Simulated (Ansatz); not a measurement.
Ansatz (a program for electronic structure) input:

Ansatz 0.2 input:
```yaml
crystal:
  periodic: [false, false, false]
  atoms:
    - {symbol: C, position_ang: [-1.39407427, 0.31125933, 0.08560637]}
    - {symbol: S, position_ang: [0.21812812, -0.47731152, -0.16050843]}
    - {symbol: O, position_ang: [1.25021987, 0.54878991, 0.20740210]}
    - {symbol: H, position_ang: [-1.49404191, 0.60737804, 1.12971549]}
    - {symbol: H, position_ang: [-2.16499402, -0.41525214, -0.17549729]}
    - {symbol: H, position_ang: [-1.46832735, 1.18698323, -0.55893828]}
basis:
  gaussian:
    orbitals: def2-TZVP
hamiltonian:
  xc: b3lyp
  dispersion: d3bj
magnetization: {spin_polarized: true, initial_magnetization: 1}
phonons: {temperatures: {t_min: 298.15, t_max: 298.15, t_step: 100}}
```

### Question
Which total energy does the run end on?

### Answer
-513.37708 Eh (B3LYP-D3(BJ)/def2-TZVP). The basis has 117 functions.

It need not be the lowest isomer of its formula.
